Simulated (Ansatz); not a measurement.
CH3ClSi, SMILES `C[Si]Cl` (excited triplet) (charge 0, multiplicity 3). This triplet is an excited state, 1.63 eV above the relaxed singlet at the level frozen-core CCSD(T)/cc-pVTZ // B3LYP-D3(BJ)/def2-TZVP (Ansatz, a quantum-chemistry and plane-wave program).

Cartesian coordinates (Å):
SMILES: C[Si]Cl
```xyz
6

C     -0.6757     0.0448    -0.0123
Si     0.9772    -0.7712    -0.4862
Cl     2.6770     0.1460     0.2794
H     -0.7932     0.0350     1.0720
H     -1.4853    -0.5246    -0.4689
H     -0.7001     1.0700    -0.3840
```
Charge 0, spin multiplicity 3.

Frozen-core energies in 6-31g from Ansatz at a geometry from B3LYP-D3(BJ)/def2-TZVP; the HF reference has <S^2> = 2.00 and the T1 diagnostic is 0.013.

| level | energy (Ha) |
|---|---|
| HF | -787.92299 |
| MP2 | -788.08341 |
| CCSD | -788.11068 |
| CCSD(T) | -788.11467 |

**Question.** Estimate the energies of CCSDT and CCSDT(Q), and give each level's difference from CCSDT(Q).

**Answer.** 
```
level     energy (Ha)  difference from CCSDT(Q) (mHa)
--------  -----------  ------------------------------
MP2        -788.08341                           32.07
CCSD       -788.11068                            4.81
CCSD(T)    -788.11467                            0.81
CCSDT      -788.11531                            0.17
CCSDT(Q)   -788.11548                            0.00
```
